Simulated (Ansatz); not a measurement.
`C[Si](F)(Cl)N=C=O` + H₂Se → `C[Si](F)(Cl)[SeH]` + `N=C=O`  (ligand exchange at the Si–N bond)

Gas-phase electronic energies from Ansatz, PBE0-D4/def2-TZVP geometries. CBS: MP2 limit from def2 TZ/QZ plus the TZ coupled-cluster correction, frozen cores. This one scheme is used for every species. Functionals use def2-TZVPP. B3LYP here is the variant with VWN-RPA as its local correlation; programs differ in this. HSE06 is defined as in plane-wave codes. For Se outer-core shells are correlated without core-valence functions, which leaves a few kJ/mol of doubt a bond. Scalar relativity is left out up to krypton. One conformer a species, not always the lowest.

```json
{"level": "LDA (SPW92)", "ΔE (kJ/mol)": "34.2", "difference from CCSD(T)/CBS": "-6.0"}
{"level": "PBE-D4", "ΔE (kJ/mol)": "28.7", "difference from CCSD(T)/CBS": "-11.5"}
{"level": "revPBE-D4", "ΔE (kJ/mol)": "29.6", "difference from CCSD(T)/CBS": "-10.6"}
{"level": "BLYP-D4", "ΔE (kJ/mol)": "38.9", "difference from CCSD(T)/CBS": "-1.3"}
{"level": "r2SCAN-D4", "ΔE (kJ/mol)": "39.5", "difference from CCSD(T)/CBS": "-0.7"}
{"level": "B97M-V", "ΔE (kJ/mol)": "47.4", "difference from CCSD(T)/CBS": "7.2"}
{"level": "PBE0-D4", "ΔE (kJ/mol)": "35.5", "difference from CCSD(T)/CBS": "-4.7"}
{"level": "B3LYP-D4", "ΔE (kJ/mol)": "43.7", "difference from CCSD(T)/CBS": "3.5"}
{"level": "r2SCANh-D4", "ΔE (kJ/mol)": "40.9", "difference from CCSD(T)/CBS": "0.7"}
{"level": "r2SCAN0-D4", "ΔE (kJ/mol)": "42.9", "difference from CCSD(T)/CBS": "2.7"}
{"level": "HSE06-D4", "ΔE (kJ/mol)": "35.2", "difference from CCSD(T)/CBS": "-5.0"}
{"level": "BHLYP-D4", "ΔE (kJ/mol)": "50.0", "difference from CCSD(T)/CBS": "9.8"}
{"level": "CAM-B3LYP-D4", "ΔE (kJ/mol)": "50.1", "difference from CCSD(T)/CBS": "9.9"}
{"level": "ωB97X-V", "ΔE (kJ/mol)": "43.0", "difference from CCSD(T)/CBS": "2.8"}
{"level": "ωB97M-V", "ΔE (kJ/mol)": "42.4", "difference from CCSD(T)/CBS": "2.2"}
{"level": "B2PLYP", "ΔE (kJ/mol)": "45.8", "difference from CCSD(T)/CBS": "5.6"}
{"level": "PBE-QIDH", "ΔE (kJ/mol)": "41.5", "difference from CCSD(T)/CBS": "1.3"}
{"level": "PBE", "ΔE (kJ/mol)": "29.8", "difference from CCSD(T)/CBS": "-10.4"}
{"level": "revPBE", "ΔE (kJ/mol)": "29.2", "difference from CCSD(T)/CBS": "-11.0"}
{"level": "r2SCAN", "ΔE (kJ/mol)": "39.3", "difference from CCSD(T)/CBS": "-0.9"}
{"level": "PBE0", "ΔE (kJ/mol)": "36.4", "difference from CCSD(T)/CBS": "-3.8"}
{"level": "B3LYP", "ΔE (kJ/mol)": "46.1", "difference from CCSD(T)/CBS": "5.9"}
{"level": "r2SCAN0", "ΔE (kJ/mol)": "42.8", "difference from CCSD(T)/CBS": "2.6"}
{"level": "HSE06", "ΔE (kJ/mol)": "36.2", "difference from CCSD(T)/CBS": "-4.0"}
{"level": "BHLYP", "ΔE (kJ/mol)": "54.2", "difference from CCSD(T)/CBS": "14.0"}
{"level": "LC-ωPBE", "ΔE (kJ/mol)": "42.3", "difference from CCSD(T)/CBS": "2.1"}
{"level": "RPA@PBE/def2-TZVPP", "ΔE (kJ/mol)": "45.3", "difference from CCSD(T)/CBS": "5.1"}
{"level": "HF/def2-SVP", "ΔE (kJ/mol)": "70.1", "difference from CCSD(T)/CBS": "29.9"}
{"level": "MP2/def2-SVP", "ΔE (kJ/mol)": "51.3", "difference from CCSD(T)/CBS": "11.1"}
{"level": "CCSD/def2-SVP", "ΔE (kJ/mol)": "55.7", "difference from CCSD(T)/CBS": "15.5"}
{"level": "CCSD(T)/def2-SVP", "ΔE (kJ/mol)": "52.8", "difference from CCSD(T)/CBS": "12.6"}
{"level": "HF/def2-TZVPP", "ΔE (kJ/mol)": "64.5", "difference from CCSD(T)/CBS": "24.3"}
{"level": "SCS-MP2/def2-TZVPP", "ΔE (kJ/mol)": "47.2", "difference from CCSD(T)/CBS": "7.0"}
{"level": "CCSD/def2-TZVPP", "ΔE (kJ/mol)": "49.1", "difference from CCSD(T)/CBS": "8.9"}
{"level": "CCSD(T)/def2-TZVPP", "ΔE (kJ/mol)": "45.5", "difference from CCSD(T)/CBS": "5.3"}
{"level": "HF/def2-QZVPP", "ΔE (kJ/mol)": "65.5", "difference from CCSD(T)/CBS": "25.3"}
{"level": "MP2/def2-QZVPP", "ΔE (kJ/mol)": "40.1", "difference from CCSD(T)/CBS": "-0.1"}
{"level": "SCS-MP2/def2-QZVPP", "ΔE (kJ/mol)": "44.9", "difference from CCSD(T)/CBS": "4.7"}
{"level": "HF/CBS(def2)", "ΔE (kJ/mol)": "65.6", "difference from CCSD(T)/CBS": "25.4"}
{"level": "CCSD/CBS(def2)", "ΔE (kJ/mol)": "43.7", "difference from CCSD(T)/CBS": "3.5"}
{"level": "CCSD(T)/CBS", "ΔE (kJ/mol)": "40.2", "difference from CCSD(T)/CBS": "0"}
```

Largest T1 diagnostic among the species: 0.018.

From PBE to PBE0 (25 % exact exchange), in def2-TZVPP and without D4, ΔE moves by +6.6 kJ/mol. At CCSD(T), def2-SVP lies +12.6 kJ/mol from the extrapolated value and def2-TZVPP +5.3 kJ/mol. In def2-TZVPP, CCSD(T) changes the Hartree–Fock value by −19.0 kJ/mol (the triples alone add −3.5 kJ/mol) and MP2 by −21.6 kJ/mol.
